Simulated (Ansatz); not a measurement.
C$_{2}$H$_{10}$N$_{2}$Zr (`[CH3][Zr]([CH3])([NH2])[NH2]`), relaxed with RKS PBE0-D4/def2-TZVP in Ansatz from a PBE-D4/def2-SVP geometry. The force threshold is 0.005 eV/Å; the program also tests the step.

The species carries charge 0 and has multiplicity 1. Zr: def2 effective core potential.

Start:

```xyz
15

C     1.521    0.799   -1.192
Zr   -0.245    0.113    0.008
C     0.501   -1.391    1.496
N    -1.480   -0.877   -1.277
N    -1.225    1.674    0.882
H     1.286    1.648   -1.872
H     2.326    1.143   -0.500
H     1.956   -0.009   -1.823
H     0.899   -2.311    1.010
H    -0.279   -1.721    2.219
H     1.335   -0.947    2.089
H    -1.145   -1.697   -1.800
H    -2.458   -0.716   -1.541
H    -1.283    2.631    0.512
H    -1.710    1.659    1.789
```

```csv
step,energy (eV),largest force (eV/Å),largest move (Å)
1,-6495.4195,0.552,0.000
2,-6495.4669,0.331,0.041
3,-6495.4722,0.082,0.023
4,-6495.4722,0.077,0.009
5,-6495.4734,0.031,0.024
6,-6495.4736,0.009,0.008
7,-6495.4736,0.003,0.007
8,-6495.4736,0.004,0.007
9,-6495.4737,0.004,0.007
```

End:

```xyz
15

C     1.529    0.804   -1.187
Zr   -0.235    0.104   -0.006
C     0.503   -1.375    1.500
N    -1.470   -0.887   -1.280
N    -1.226    1.648    0.869
H     1.289    1.648   -1.845
H     2.328    1.134   -0.509
H     1.944    0.011   -1.820
H     0.865   -2.297    1.029
H    -0.271   -1.666    2.221
H     1.339   -0.948    2.068
H    -1.176   -1.691   -1.822
H    -2.438   -0.694   -1.494
H    -1.257    2.600    0.527
H    -1.724    1.609    1.749
```

Hardware: 4 threads of an Arm Neoverse N1 on a shared host. Wall time 71 s, peak host memory 0.65 GiB.
